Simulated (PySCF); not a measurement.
MO2- across group 7

Level: PBE0, basis family def2-SVPD, scalar-relativistic core potentials from Rb on and no relativity for lighter atoms.

Each entry is the lowest minimum that a search over a few typed start shapes (and spin states, where more than one is plausible) found, or that minimum re-optimised at the stated level; isomers with ligand–ligand bonds, or fragments after loss of a ligand pair, can lie lower. Open shells are unrestricted; no spin–orbit coupling; PySCF with density fitting.

| molecule | 2S+1 | point group | mean bond to the central atom (Å) | highest ω (cm⁻¹) | lowest ω (cm⁻¹) | polar-tensor charge of the central atom |
| --- | --- | --- | --- | --- | --- | --- |
| MnO₂⁻ | 5 | C2v | 1.662 | 892 | 211 | 1.02 |
| TcO₂⁻ | 3 | C2v | 1.710 | 951 | 203 | 0.87 |
| ReO₂⁻ | 3 | C2v | 1.732 | 982 | 233 | 0.63 |

The bond lengthens at every step; the largest change, 0.048 Å, falls between MnO₂⁻ and TcO₂⁻ among the members listed.

The 4d and 5d members differ by only 0.022 Å, the mark of the lanthanide contraction and relativistic shrinkage of 6s.

Some spin contamination in MnO₂⁻.

Spin–orbit coupling can matter for ReO₂⁻.

Left out of the table are members whose search was unfinished or whose lowest solution was spin-contaminated, unstable, very soft or bonded differently.

Open d and f shells are single-determinant solutions and may miss the true ground state.
